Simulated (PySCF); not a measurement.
**Ar (argon, neutral) across methods**

[Ar], closed-shell 1S. All numbers are calculated (PySCF 2.14, the non-relativistic Hamiltonian (point nucleus), in def2-QZVPPD).

```csv
method,E (hartree),mean ε 2p (eV),mean ε 3s (eV),mean ε 3p (eV),Σ⟨r²⟩ (bohr²),⟨S²⟩
revPBE,-527.4562,-229.82,-24.047,-10.246,26.19,0.000
wB97M-V,-527.5240,-240.00,-29.694,-14.403,26.27,0.000
B97-3,-527.4887,-238.47,-27.161,-12.032,26.01,0.000
r2SCAN,-527.5156,-233.20,-25.172,-10.727,26.00,0.000
UHF,-526.81720,-260.45,-34.759,-16.083,26.04,0.000
PW91,-527.5371,-230.14,-24.114,-10.345,26.21,0.000
PBE0,-527.3872,-237.77,-27.001,-11.980,26.04,0.000
LDA,-525.9449,-229.87,-24.043,-10.404,26.29,0.000
PBE,-527.3446,-229.90,-24.065,-10.286,26.22,0.000
```
